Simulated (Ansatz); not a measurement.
Process, species as SMILES: CC(C)[CH]O -> [CH2]OC(C)C
Each molecule is optimised on its own at B3LYP-D3(BJ)/def2-TZVP (Ansatz, a quantum-chemistry and plane-wave program), one conformer each, not searched for the lowest.

Wanted: isomerisation energy (electronic energy difference), in kcal/mol. Valence correlation only, unless marked. Open shells are spin-unrestricted. Spin-orbit coupling is left out. Non-relativistic. Basis-set limits of correlation are two-point, X^-3; Hartree-Fock from the larger set.

| level | program | isomerisation energy (kcal/mol) | minus last row |
|---|---|---|---|
| BLYP-D4/def2-TZVPD | Ansatz + dftd4 | 6.1 | -2.0 |
| PBE0/STO-3G | Ansatz | -2.1 | -10.2 |
| r2SCANh/def2-TZVPD | Ansatz | 7.6 | -0.5 |
| CAM-B3LYP-D3(BJ)/def2-TZVPD | Ansatz + dftd3 | 6.5 | -1.6 |
| wB97X-V/def2-TZVPD | Ansatz | 7.0 | -1.1 |
| MP2/cc-pVDZ | Ansatz | 8.5 | 0.4 |
| RI-MP2/cc-pVQZ | Ansatz | 8.8 | 0.7 |
| SCS-MP2/cc-pVTZ | Ansatz | 7.6 | -0.5 |
| CCSD/cc-pVTZ | Ansatz | 7.8 | -0.3 |
| CCSD(T)/CBS(cc-pVTZ,cc-pVQZ) | Ansatz | 8.1 | 0.0 |
